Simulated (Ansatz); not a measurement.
H$_{6}$O$_{4}$SiSn (SMILES [OH][Sn]([OH])([OH])[O][SiH3]), singlet, at a GFN2-xTB geometry (such geometries of metal compounds can be far from the true shape) (core potentials on Sn); PBE0/def2-TZVPPD (Ansatz, a first-principles code).

Here is a job for Ansatz.
Ansatz 0.2 input:
```yaml
crystal:
  periodic: [false, false, false]
  atoms:
    - {symbol: O, position_ang: [1.03377597, 1.63094349, 1.12925190]}
    - {symbol: Sn, position_ang: [0.48528747, 0.24147846, -0.01259758]}
    - {symbol: O, position_ang: [1.55515403, -1.29067286, 0.20315323]}
    - {symbol: O, position_ang: [0.66433398, 0.79504172, -1.80720700]}
    - {symbol: O, position_ang: [-1.30775399, -0.13329920, 0.44044948]}
    - {symbol: Si, position_ang: [-2.46775675, -1.22452723, 0.09818659]}
    - {symbol: H, position_ang: [0.82061523, 1.50150224, 2.05579733]}
    - {symbol: H, position_ang: [1.86476029, -1.67521797, -0.61998990]}
    - {symbol: H, position_ang: [0.38049326, 1.69421979, -1.98337354]}
    - {symbol: H, position_ang: [-2.78765758, -1.17089493, -1.32779790]}
    - {symbol: H, position_ang: [-2.01423719, -2.56569555, 0.45906276]}
    - {symbol: H, position_ang: [-3.54383278, -0.73056103, 0.94638718]}
basis:
  gaussian:
    orbitals: def2-TZVPPD.json
hamiltonian:
  xc: pbe0
```
The basis file holds def2-TZVPPD in the JSON format of the Basis Set Exchange.

**Question.** What does Ansatz print? Leave out banner, timings and long lists.

**Answer.** 
```
Functional definition: PBE0
1900 factors; their error is unknown
mean field evaluation 1: about -21972.1895 eV, gradient 1.1e2 eV
mean field evaluation 2: about -21938.8121 eV, gradient 1.7e2 eV
mean field evaluation 4: about -21989.7270 eV, gradient 6.8e0 eV
mean field evaluation 8: about -21989.7975 eV, gradient 5.1e-2 eV
mean field evaluation 16: about -21989.9003 eV, gradient 2.2e-4 eV
mean field -21989.90026313 eV, -808.1139293803 hartree, gradient 7.5e-5 eV, S^2 0.000000; 0 other end points of the search recorded, 0 dependent functions left out
reference -21989.90031740 eV, -808.1139313748 hartree; 37, 37 occupied and 329, 329 virtual orbitals, 1900 factors
Total energy: -21989.90031740 eV, -808.1139313748 hartree
```
